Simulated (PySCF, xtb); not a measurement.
Ge(H)(vinyl)(NH2)2 (C2H8GeN2), SMILES C=[CH][GeH]([NH2])[NH2]. Other conformers were not sampled.

Harmonic wavenumbers (cm⁻¹) from GFN2-xTB (xtb) at its own minimum, in rising order: 23, 49, 142, 149, 191, 212, 292, 404, 481, 527, 556, 629, 639, 677, 680, 762, 809, 913, 989, 1031, 1250, 1404, 1486, 1509, 1663, 1929, 3003, 3058, 3086, 3418, 3452, 3454, 3486.

Q: What does PBE-D3(BJ)/def2-SVP (PySCF) give at its own minimum? (Estimate from the structure and the level; the computed values follow.)

A: 63, 114, 152, 164, 180, 249, 306, 484, 520, 547, 568, 652, 668, 710, 723, 872, 890, 938, 966, 999, 1222, 1366, 1493, 1499, 1618, 2073, 3039, 3061, 3131, 3424, 3444, 3521, 3545. Paired by order, the mean absolute difference is 38 cm⁻¹ and the zero-point energies are 60.5 and 61.8 kcal/mol.
